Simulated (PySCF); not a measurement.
Cd(F)(Me) (CH3CdF), SMILES [Cd]([CH3])[F].

Geometry: B3LYP-D3(BJ)/def2-TZVP. The def2 effective core potentials stand for the cores of Cd; spin–orbit coupling is left out.

Computed with r2SCAN/def2-TZVPD in PySCF.

Symmetry labels are those of the subgroup Cs that the program uses (full group C3v).

Computed valence orbital energies around the gap with their symmetry:
```tsv
orbital	symmetry	energy (eV)
HOMO−7	A'	-13.32
HOMO−6	A"	-13.32
HOMO−5	A"	-10.32
HOMO−4	A'	-10.32
HOMO−3	A'	-8.75
HOMO−2	A'	-7.84
HOMO−1	A"	-7.84
HOMO	A'	-7.57
LUMO	A'	-1.51
LUMO+1	A'	-0.53
LUMO+2	A"	-0.53
LUMO+3	A'	0.93
```
